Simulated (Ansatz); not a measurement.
Consider the formal exchange of groups at a C–Al bond: `[CH3][Al]([CH3])[C]#N` + `[GaH3]` → `N#[C][GaH2]` + `[CH3][AlH][CH3]`.

Computed with Ansatz on PBE0-D4/def2-TZVP structures; ΔE is electronic, products minus reactants. CCSD(T)/CBS is the MP2 limit (def2-TZVPP, def2-QZVPP) plus CCSD(T) − MP2 in def2-TZVPP, frozen cores. Functionals use def2-TZVPP. For Ga outer-core shells are correlated without core-valence functions, which leaves a few kJ/mol of doubt a bond. Scalar relativity is left out up to krypton.

`[CH3][Al]([CH3])[C]#N`:

Cartesian coordinates in Å:
```
C 0.003 1.772 -0.538
Al 0.034 -0.133 -0.182
C -0.203 -1.070 1.498
C 0.356 -1.269 -1.737
N 0.546 -1.941 -2.656
H -0.182 2.372 0.356
H 0.953 2.097 -0.974
H -0.770 2.014 -1.275
H -1.003 -1.813 1.419
H -0.438 -0.403 2.331
H 0.705 -1.625 1.757
```

`[GaH3]`:

Cartesian coordinates in Å:
```
Ga 0.000 0.000 0.000
H 1.139 0.331 -1.026
H -0.169 0.872 1.293
H -0.969 -1.204 -0.266
```

`N#[C][GaH2]`:

```xyz
5

N    -0.946    1.566   -1.499
C    -0.484    0.802   -0.768
Ga    0.295   -0.488    0.467
H     0.744    0.071    1.845
H     0.392   -1.951   -0.045
```

`[CH3][AlH][CH3]`:

Cartesian coordinates in Å:
```
C 1.385 -0.688 0.769
Al -0.493 -0.452 0.283
C -1.052 0.958 -0.948
H 2.012 -0.794 -0.123
H 1.562 -1.553 1.411
H 1.758 0.199 1.296
H -1.608 -1.408 0.904
H -0.218 1.528 -1.364
H -1.627 0.545 -1.784
H -1.720 1.665 -0.444
```

```csv
level,ΔE (kJ/mol)
LDA (SPW92),32.4
r2SCANh-D4,34.4
```

**Question.** What does CCSD(T)/CBS give? (Best estimate.)

**Answer.** Ansatz gave: +29.8 kJ/mol. The listed levels differ from it by 2.6, 4.6 kJ/mol.

Largest T1 diagnostic among the species: 0.014.

Leaving LDA and LC-ωPBE aside and taking each functional with its dispersion term where it has one, the values, not all of them listed here, spread over 4.5 kJ/mol, from PBE-QIDH to r2SCAN-D4.
